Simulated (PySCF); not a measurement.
Geometry:
```tsv
atom	x (Å)	y (Å)	z (Å)
C1	2.577	-0.283	0.155
N2	1.493	0.284	0.392
Si3	-0.054	0.343	-0.372
C4	-0.371	2.191	-0.657
C5	-1.244	-0.362	0.936
C6	-0.960	-1.816	1.290
H7	3.410	-0.149	0.842
H8	2.775	-0.921	-0.712
H9	-0.212	-0.400	-1.638
H10	-1.394	2.362	-0.975
H11	0.286	2.589	-1.423
H12	-0.203	2.761	0.250
H13	-2.270	-0.279	0.574
H14	-1.185	0.241	1.843
H15	-1.659	-2.180	2.041
H16	-1.045	-2.450	0.410
H17	0.049	-1.919	1.684
```

Geometry: GFN2-xTB; GIAO shifts from PySCF 2.14.0 with density-fitted response routines, gas phase, non-relativistic, averaged over equivalent atoms.

At PBE0/pcSseg-1 (164 basis functions, of the order of 60 core-seconds):
| atoms | δ (ppm) |
| --- | --- |
| C1 | 171.2 |
| C5 | 11.0 |
| C6 | 9.5 |
| C4 | -1.3 |
| N2 | 433.4 |
| Si3 | -12.6 |
| H8 | 8.80 |
| H7 | 8.68 |
| H9 | 4.97 |
| H14 | 1.00 |
| H15/H16/H17 | 0.94 |
| H13 | 0.55 |
| H10/H11/H12 | 0.23 |

Scale: ¹³C (σref 186.93) and ²⁹Si (σref 349.16) and ¹H (σref 31.72) against TMS; ¹⁵N (σref 267.73) against NH3 (reference shieldings calculated alike).

Task: Estimate the result of repeating the calculation with PBE0/def2-SVPD.

Result: 
```
      atoms  δ at PBE0/def2-SVPD  change
         C1                161.5    -9.7
         C5                  9.9    -1.1
         C6                  7.5    -2.0
         C4                 -1.0    +0.3
         N2                396.4   -37.0
        Si3                -40.6   -28.0
         H8                 9.04   +0.24
         H7                 8.87   +0.19
         H9                 5.29   +0.32
        H14                 1.02   +0.02
H15/H16/H17                 0.95   +0.01
        H13                 0.69   +0.14
H10/H11/H12                 0.20   -0.03
```

References, each an isolated molecule treated in the same way: TMS for ¹³C (194.14 ppm) and ²⁹Si (384.68 ppm) and ¹H (31.88 ppm); ¹⁵N (269.21 ppm) against NH3.

The largest change is at N2 (imine nitrogen). Cost: 212 basis functions, of the order of 70 core-seconds. The order of the carbon signals is the same at both levels.

Experimental scales use liquid or dissolved standards, which lie at an offset from isolated NH3 (liquid NH3: subtract about 20 ppm). Unscaled 15N shifts of sp2 nitrogen come out 20 to 40 ppm too high even then.
